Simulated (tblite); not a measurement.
Species: C5H12OSSi.
SMILES with atom numbers: `[CH3:1][CH:2]([CH3:3])[C@@H:4]1[CH2:5][O:6][SiH2:7][S:8]1` (hydrogens: H9, H10, H11 on C1; H12 on C2; H13, H14, H15 on C3; H16 on C4; H17, H18 on C5; H19, H20 on Si7)

Cartesian coordinates in Å at the GFN2-xTB level; atoms count from 1:
```xyz
20
C5H12OSSi angstrom
C     -1.6478    1.3922    0.2514
C     -1.1173    0.0489   -0.2509
C     -2.0379   -1.0779    0.2126
C      0.3107   -0.2028    0.2337
C      1.2795    0.9280   -0.1051
O      2.6103    0.5158    0.0247
Si     2.9888   -1.0101   -0.3884
S      0.9828   -1.7416   -0.5289
H     -1.5776    1.4466    1.3357
H     -2.6932    1.4971   -0.0288
H     -1.0964    2.2253   -0.1764
H     -1.1008    0.0602   -1.3462
H     -3.0315   -0.9528   -0.2101
H     -1.6441   -2.0399   -0.1037
H     -2.1203   -1.0753    1.2974
H      0.3166   -0.3760    1.3136
H      1.1050    1.2659   -1.1339
H      1.1363    1.7708    0.5767
H      3.6057   -1.0876   -1.7013
H      3.7260   -1.5762    0.7247
```

All values are computed: GFN2-xTB (tblite) harmonic vibrations without scaling, gas phase. The method is semi-empirical: single wavenumbers can be off by several per cent or more. Modes of hydrogen on silicon can be 10 to 20 % off. One conformer, not necessarily the lowest.

Harmonic wavenumbers (cm⁻¹): 62.2, 71.6, 166.8, 170.9, 216.2, 237.7, 287.1, 326.0, 371.3, 388.0, 465.8, 479.2, 513.9, 548.7, 575.6, 676.8, 699.0, 780.0, 815.8, 901.9, 949.8, 975.8, 976.3, 991.3, 1056.7, 1114.5, 1133.4, 1152.8, 1182.7, 1194.7, 1229.0, 1261.5, 1309.9, 1324.0, 1342.3, 1406.1, 1419.8, 1479.2, 1492.9, 1495.6, 1503.9, 1511.3, 2341.2, 2372.9, 2910.8, 2932.2, 2939.5, 2957.7, 3029.2, 3033.4, 3036.4, 3042.6, 3046.2, 3054.3.

A = 2767, B = 986.0, C = 763.2 MHz; mass 148.038 u (most abundant isotopes); point group C1, symmetry number 1.

Zero-point energy?

½Σν̃ = 35477 cm⁻¹ = 101.44 kcal/mol.

Entropy at 298.15 K, 1 bar (ideal gas, RRHO, classical rotation)?

Translation 40.91, rotation 29.42, vibration 27.36: S = 97.7 cal/(mol K).

And Cp and H(298.15 K) − H(0)?

Cp = 39.66 cal/(mol K), of which vibrations give 31.72 (their classical limit is 54 R = 107.3); H(298.15 K) − H(0) = 6.92 kcal/mol without the zero-point energy, 4.55 from vibrations.

How do the functions run with temperature in this model?

| T (K) | S (cal/(mol K)) | Cp (cal/(mol K)) | H − H(0) (kcal/mol) | G − H(0) (kcal/mol) | ln q(vib) |
| --- | --- | --- | --- | --- | --- |
| 100 | 68.4 | 17.7 | 1.21 | -5.62 | 1.27 |
| 200 | 84.1 | 29.0 | 3.55 | -13.27 | 3.60 |
| 300 | 97.9 | 39.9 | 7.00 | -22.39 | 6.13 |
| 500 | 123.0 | 59.1 | 16.99 | -44.53 | 11.36 |
| 800 | 155.3 | 78.1 | 37.82 | -86.45 | 19.03 |
| 1000 | 173.7 | 86.3 | 54.30 | -119.39 | 23.84 |

q(vib) and H(0) count from the zero-point level.

What must be added to the electronic energy to get the Gibbs energy at 298.15 K and 1 bar?

ZPE + [H(298.15 K) − H(0)] − T·S = 101.44 + 6.92 − 29.13 = 79.23 kcal/mol.

Blend soft modes into free rotors: weight 1/[1 + (100 cm⁻¹/ν̃)⁴] for the oscillator and the rest for a rotor with moment μB/(μ + B), μ = h/(8π²ν), B = 10⁻⁴⁴ kg m². What vibrational entropy results?

25.71 cal/(mol K) in place of 27.36, which changes −T·S at 298.15 K by +0.49 kcal/mol.

Hindered rotation and anharmonicity are outside this model. Other conformers, if any are populated, would add a mixing term that is left out. The structure is chiral; the term R ln 2 for an equal mix with its mirror image is left out.
